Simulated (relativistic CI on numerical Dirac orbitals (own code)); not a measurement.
## Calculated levels, Pt XXIII

Calculated at this level of theory: Dirac-Coulomb-Breit CI, KLI orbitals optimised for each configuration, a model potential for QED, unscaled Slater integrals (own radial code, finite nucleus).

Configurations in the expansion (outside the closed core [Ar] 3d10): 4s²4p⁶4d¹⁰4f¹⁰, 4s²4p⁶4d¹⁰4f⁹5s, 4s²4p⁶4d¹⁰4f⁸5s², 4s²4p⁶4d¹⁰4f⁹5p, 4s²4p⁶4d¹⁰4f⁸5s5p, 4s²4p⁶4d⁹4f¹¹, 4s²4p⁶4d⁸4f¹², 4s²4p⁵4d¹⁰4f¹¹, 4s²4p⁶4d¹⁰4f⁹5f, 4s²4p⁶4d¹⁰4f⁹6s, 4s4p⁶4d¹⁰4f¹¹, 4s²4p⁴4d¹⁰4f¹², 4p⁶4d¹⁰4f¹², 4s4p⁵4d¹⁰4f¹². Levels of other configurations are missing.

The lowest level is 4s²4p⁶4d¹⁰4f¹⁰ ⁵I8, with 82 % of that term; Hund's rules for 4s²4p⁶4d¹⁰4f¹⁰ give ⁵I with J = 8, in agreement.

```tsv
No.	Configuration	Term	J	E (eV)	%	jj configuration (%)
1	4s²4p⁶4d¹⁰4f¹⁰	⁵I	8	0.0000	82	4f7/2^4 (74)
2	4s²4p⁶4d¹⁰4f¹⁰	⁵I	7	2.9682	92	4f5/2^5 4f7/2^5 (85)
3	4s²4p⁶4d¹⁰4f¹⁰	³G	5	4.0146	38	4f7/2^4 (80)
4	4s²4p⁶4d¹⁰4f¹⁰	⁵I	6	4.2406	68	4f5/2^5 4f7/2^5 (35)
5	4s²4p⁶4d¹⁰4f¹⁰	³D	2	4.9299	28	4f7/2^4 (90)
6	4s²4p⁶4d¹⁰4f¹⁰	⁵I	5	5.8141	56	4f5/2^5 4f7/2^5 (66)
7	4s²4p⁶4d¹⁰4f¹⁰	⁵I	4	5.9975	49	4f5/2^5 4f7/2^5 (36)
8	4s²4p⁶4d¹⁰4f¹⁰	⁵F	4	6.3006	66	4f5/2^5 4f7/2^5 (46)
9	4s²4p⁶4d¹⁰4f¹⁰	³K	8	6.4850	50	4f5/2^5 4f7/2^5 (60)
10	4s²4p⁶4d¹⁰4f¹⁰	⁵G	6	7.1169	63	4f5/2^5 4f7/2^5 (37)
11	4s²4p⁶4d¹⁰4f¹⁰	⁵S	2	7.2543	52	4f5/2^5 4f7/2^5 (67)
12	4s²4p⁶4d¹⁰4f¹⁰	⁵F	3	7.5018	70	4f5/2^5 4f7/2^5 (85)
13	4s²4p⁶4d¹⁰4f¹⁰	⁵F	1	7.7824	47	4f5/2^5 4f7/2^5 (90)
14	4s²4p⁶4d¹⁰4f¹⁰	³G	4	7.8649	31	4f5/2^5 4f7/2^5 (55)
15	4s²4p⁶4d¹⁰4f¹⁰	⁵F	5	8.1002	36	4f5/2^5 4f7/2^5 (62)
16	4s²4p⁶4d¹⁰4f¹⁰	³K	7	8.8426	66	4f5/2^5 4f7/2^5 (65)
17	4s²4p⁶4d¹⁰4f¹⁰	³L	9	8.9129	86	4f5/2^5 4f7/2^5 (98)
18	4s²4p⁶4d¹⁰4f¹⁰	³F	4	9.2254	32	4f7/2^4 (33)
19	4s²4p⁶4d¹⁰4f¹⁰	³F	2	9.3530	42	4f5/2^5 4f7/2^5 (55)
20	4s²4p⁶4d¹⁰4f¹⁰	³H	6	9.3888	59	4f5/2^4 4f7/2^6 (50)
21	4s²4p⁶4d¹⁰4f¹⁰	⁵G	3	9.7257	39	4f5/2^5 4f7/2^5 (88)
22	4s²4p⁶4d¹⁰4f¹⁰	⁵G	5	10.0294	54	4f5/2^4 4f7/2^6 (48)
23	4s²4p⁶4d¹⁰4f¹⁰	³K	6	10.4999	66	4f5/2^5 4f7/2^5 (52)
24	4s²4p⁶4d¹⁰4f¹⁰	³M	10	10.6848	95	4f5/2^5 4f7/2^5 (89)
25	4s²4p⁶4d¹⁰4f¹⁰	⁵F	2	10.7361	50	4f5/2^4 4f7/2^6 (76)
26	4s²4p⁶4d¹⁰4f¹⁰	³D	3	11.1889	40	4f5/2^5 4f7/2^5 (60)
27	4s²4p⁶4d¹⁰4f¹⁰	³P	1	11.5647	68	4f5/2^4 4f7/2^6 (73)
28	4s²4p⁶4d¹⁰4f¹⁰	³G	3	11.6989	41	4f5/2^4 4f7/2^6 (78)
29	4s²4p⁶4d¹⁰4f¹⁰	³P	0	11.7871	90	4f5/2^4 4f7/2^6 (60)
30	4s²4p⁶4d¹⁰4f¹⁰	¹L	8	11.8842	46	4f5/2^4 4f7/2^6 (55)
31	4s²4p⁶4d¹⁰4f¹⁰	¹G	4	11.9256	37	4f5/2^5 4f7/2^5 (58)
32	4s²4p⁶4d¹⁰4f¹⁰	³L	8	11.9434	32	4f5/2^4 4f7/2^6 (80)
33	4s²4p⁶4d¹⁰4f¹⁰	³I	5	12.0784	46	4f5/2^5 4f7/2^5 (70)
34	4s²4p⁶4d¹⁰4f¹⁰	¹D	2	12.2880	26	4f5/2^4 4f7/2^6 (56)
35	4s²4p⁶4d¹⁰4f¹⁰	³I	7	12.3067	63	4f5/2^5 4f7/2^5 (53)
36	4s²4p⁶4d¹⁰4f¹⁰	⁵G	4	12.5799	52	4f5/2^4 4f7/2^6 (81)
37	4s²4p⁶4d¹⁰4f¹⁰	³I	6	12.7633	62	4f5/2^5 4f7/2^5 (42)
38	4s²4p⁶4d¹⁰4f¹⁰	⁵G	2	12.8550	30	4f5/2^4 4f7/2^6 (78)
39	4s²4p⁶4d¹⁰4f¹⁰	³F	4	12.9152	48	4f5/2^4 4f7/2^6 (71)
40	4s²4p⁶4d¹⁰4f¹⁰	³L	7	13.4542	64	4f5/2^4 4f7/2^6 (71)
41	4s²4p⁶4d¹⁰4f¹⁰	³H	4	13.5474	42	4f5/2^5 4f7/2^5 (74)
42	4s²4p⁶4d¹⁰4f¹⁰	³M	9	13.6695	86	4f5/2^4 4f7/2^6 (98)
43	4s²4p⁶4d¹⁰4f¹⁰	⁵D	2	13.9269	44	4f5/2^5 4f7/2^5 (39)
44	4s²4p⁶4d¹⁰4f¹⁰	³H	5	13.9957	56	4f5/2^3 4f7/2^7 (68)
45	4s²4p⁶4d¹⁰4f¹⁰	⁵D	1	14.0558	63	4f5/2^5 4f7/2^5 (58)
46	4s²4p⁶4d¹⁰4f¹⁰	³H	6	14.1917	47	4f5/2^4 4f7/2^6 (43)
47	4s²4p⁶4d¹⁰4f¹⁰	⁵D	3	14.3020	58	4f5/2^4 4f7/2^6 (63)
48	4s²4p⁶4d¹⁰4f¹⁰	⁵D	0	14.6804	73	4f5/2^4 4f7/2^6 (75)
49	4s²4p⁶4d¹⁰4f¹⁰	³H	4	14.8335	36	4f5/2^4 4f7/2^6 (53)
50	4s²4p⁶4d¹⁰4f¹⁰	³G	3	15.2970	44	4f5/2^3 4f7/2^7 (44)
51	4s²4p⁶4d¹⁰4f¹⁰	³H	5	15.5991	57	4f5/2^4 4f7/2^6 (68)
52	4s²4p⁶4d¹⁰4f¹⁰	³D	1	15.7082	42	4f5/2^3 4f7/2^7 (76)
53	4s²4p⁶4d¹⁰4f¹⁰	³F	2	15.7660	37	4f5/2^4 4f7/2^6 (43)
54	4s²4p⁶4d¹⁰4f¹⁰	¹H	5	15.7804	37	4f5/2^4 4f7/2^6 (48)
55	4s²4p⁶4d¹⁰4f¹⁰	³G	4	15.9150	50	4f5/2^5 4f7/2^5 (55)
56	4s²4p⁶4d¹⁰4f¹⁰	³G	3	15.9584	60	4f5/2^5 4f7/2^5 (36)
57	4s²4p⁶4d¹⁰4f¹⁰	³K	7	16.0619	41	4f5/2^5 4f7/2^5 (61)
58	4s²4p⁶4d¹⁰4f¹⁰	³M	8	16.5562	47	4f5/2^3 4f7/2^7 (59)
59	4s²4p⁶4d¹⁰4f¹⁰	³P	2	16.5643	26	4f5/2^3 4f7/2^7 (49)
60	4s²4p⁶4d¹⁰4f¹⁰	³F	2	17.0921	53	4f5/2^3 4f7/2^7 (55)
61	4s²4p⁶4d¹⁰4f¹⁰	³K	8	17.2142	68	4f5/2^4 4f7/2^6 (46)
62	4s²4p⁶4d¹⁰4f¹⁰	³H	6	17.4060	47	4f5/2^4 4f7/2^6 (54)
63	4s²4p⁶4d¹⁰4f¹⁰	³F	3	17.4371	62	4f5/2^3 4f7/2^7 (81)
64	4s²4p⁶4d¹⁰4f¹⁰	³F	4	17.7346	41	4f5/2^4 4f7/2^6 (83)
65	4s²4p⁶4d¹⁰4f¹⁰	³H	5	17.9183	52	4f5/2^4 4f7/2^6 (65)
66	4s²4p⁶4d¹⁰4f¹⁰	¹I	6	18.2011	48	4f5/2^3 4f7/2^7 (44)
67	4s²4p⁶4d¹⁰4f¹⁰	¹N	10	18.4357	95	4f5/2^4 4f7/2^6 (89)
68	4s²4p⁶4d¹⁰4f¹⁰	¹G	4	18.6080	37	4f5/2^4 4f7/2^6 (45)
69	4s²4p⁶4d¹⁰4f¹⁰	³F	3	18.9613	61	4f5/2^4 4f7/2^6 (66)
70	4s²4p⁶4d¹⁰4f¹⁰	³K	6	19.1913	68	4f5/2^4 4f7/2^6 (86)
```

Energies count from the lowest computed level. Filled j subshells are mostly left out of the jj labels.

The mean weight of the leading LS term, summed over parents, in these 70 levels is 53 %, and that of the leading jj configuration (from the same eigenvectors) 63 %.

At this charge energies of transitions that change n are usually good to better than 1 %, and those within a shell (Δn = 0) to a few per cent. Terms inside the open d or f shell come out 10 to 20 % too wide with unscaled integrals.

LS names give the leading component of a level, which can be under half, so a name can repeat, a term be missing and a line seem to break the LS rules.
